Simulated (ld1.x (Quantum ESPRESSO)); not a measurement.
## Varying the ultrasoft potential for rubidium

Base potential:

| Item | Value |
| --- | --- |
| Element | Rb |
| Generator | ld1.x (Quantum ESPRESSO) 7.5 |
| Type | ultrasoft |
| Functional | Wu–Cohen |
| Relativity | fully relativistic |
| Frozen core | [Ar] 3d10 |
| Valence charge | 9 |
| Reference configuration | 4s2 4p6 4d0 5s0 5p1 |
| Partial waves | 4s (bound): rcut 2.10, rcutus 2.80 bohr; 5s (bound, empty): rcut 2.10, rcutus 2.80 bohr; 4p (bound): rcut 2.50, rcutus 2.75 bohr; 5p (bound): rcut 2.50, rcutus 2.75 bohr; 4d (bound, empty): rcut 3.90, rcutus 4.55 bohr; 4d channel at 2.3 Ry: rcut 3.90, rcutus 4.55 bohr |
| Local potential | all-electron potential smoothed inside 2.40 bohr (lloc = -2) |
| Core correction | a·sin(br)/r model core inside 2.40 bohr |
| Augmentation charge | PSQ, inside the norm-conserving radii |

Open shells are filled in proportion to 2j + 1 (rel_dist='average').

All-electron outer shells of the reference configuration (Wu–Cohen, scalar-relativistic, ld1.x):

| shell | level (eV) | outermost node (bohr) | outermost maximum (bohr) |
| --- | --- | --- | --- |
| 3p | -226.29 | 0.19 | 0.44 |
| 3d | -105.52 | – | 0.39 |
| 4s | -33.43 | 0.62 | 1.25 |
| 4p | -17.45 | 0.64 | 1.42 |
| 5s | -2.79 | 1.78 | 4.43 |
| 5p | -1.32 | 2.18 | 6.53 |
| 4d | -0.58 | 0.70 | 6.61 |

Cutoffs, loose and tight: the cutoffs (Ry, on a coarse ladder) from which the occupation-weighted sum of valence levels, in a spherical-Bessel basis at the reference potential, stays within 10 and 1 mRy of its value at 400 Ry. They do not see the model core or the augmentation charge, which bear on the density cutoff. Test errors are all-electron minus pseudo excitation energies from the reference, over the configurations 4s2 4p6 4d0 5s1 5p0; 4s2 4p6 4d0 5s0 5p0; 4s2 4p6 4d0 5s0.5 5p0; 4s2 4p6 4d1 5s0 5p0; 4s1 4p6 4d0 5s1 5p0; 4s2 4p6 4d0.5 5s0.5 5p0; 4s2 4p5 4d0 5s1 5p0. A dash means not determined; rows that change the core or the reference have their own tests. The largest error is taken over the tests solved by every variant that gives reliable tests at all: 4s2 4p6 4d0 5s0 5p0; 4s2 4p6 4d0 5s0.5 5p0; 4s2 4p6 4d0 5s1 5p0.

Cutoffs are not given where the Bessel-basis levels miss the radial ones by over 6 mRy, ghosts where they miss by over 20 mRy; a channel whose overlap is not positive is not tested.

On the changes marked as counting shells twice: ld1.x takes every shell without a wave as core, so the model core holds the marked electrons as well and exchange and correlation see them twice. This cancels in the reference configuration, but the file is broken for other ones, and its errors say nothing about a proper core correction.

A file whose overlap is not positive is unfit for use, and its test errors describe a broken file.

| change | outcome | cutoff, loose | cutoff, tight | bound ghosts | largest test error (meV) |
| --- | --- | --- | --- | --- | --- |
| base | generated | 10 Ry | 18 Ry | none | -0.8 |
| waves 4p (bound): rcut 2.50, rcutus 3.06 bohr; 5p (bound): rcut 2.50, rcutus 3.06 bohr | generated | 10 Ry | 15 Ry | none | -2.0 |
| core correction a·sin(br)/r model core inside 2.54 bohr | generated | 10 Ry | 18 Ry | none | -0.8 |
| scalar-relativistic | generated | 10 Ry | 18 Ry | none | -0.8 |
| wave 4d channel at 2.3 Ry: rcut 3.90, rcutus 4.55 bohr becomes 4d channel at 0.86 Ry: rcut 3.90, rcutus 4.55 bohr | generated | 10 Ry | 18 Ry | none | -0.8 |
| waves 4s (bound): rcut 2.10, rcutus 2.68 bohr; 5s (bound): rcut 2.10, rcutus 2.68 bohr | generated | 10 Ry | 18 Ry | none | -0.9 |
| local potential all-electron potential smoothed inside 2.10 bohr (lloc = -1) | generated, overlap not positive | – | – | not determined (overlap not positive) | -0.4 |
| type TM; waves now 4p (bound): rc 2.75 bohr; 4d (bound): rc 4.55 bohr; 4s (bound): rc 2.80 bohr; local potential the s channel; core correction full core density, not smoothed (it rises at the typed radius of 2.40 bohr, so ld1.x skipped the fit) (5p counted twice) | generated | 15 Ry | 18 Ry | none | +522 |
